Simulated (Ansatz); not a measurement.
Q: Name a neutral molecule of C, O, Sc and H with HOMO energy (ωB97M-V/def2-TZVPP) between -9.75 and -9.45 eV and HOMO–LUMO gap (B3LYP/def2-TZVPP) between 5.10 and 5.40 eV (Ansatz, PBE0-D4/def2-TZVP geometry).

A: `C[O][Sc]([O]C)[O]C` (-9.56 eV, 5.27 eV). Other molecules can fit too; these were computed, each in one conformer that needn't be the lowest.

B3LYP here is the variant with VWN-RPA as its local correlation; programs differ in this.
